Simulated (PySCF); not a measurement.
B(Cl)(I)(Me) (CH3BClI), SMILES CB(Cl)I. The structure is a stationary point at PBE-D3(BJ)/def2-SVP. The def2 effective core potentials stand for the cores of I; spin–orbit coupling is left out.

Computed equilibrium geometry at PBE-D3(BJ)/def2-SVP (PySCF confirms it by a frequency run) as Cartesian coordinates in Å:
```xyz
7

B      0.1680     0.6179    -0.9091
Cl     1.8623     0.5477    -1.3772
I     -0.4478    -0.4821     0.8390
C     -0.8823     1.4065    -1.7547
H     -1.7302     1.7864    -1.1532
H     -1.3156     0.6943    -2.4947
H     -0.4245     2.2322    -2.3345
```
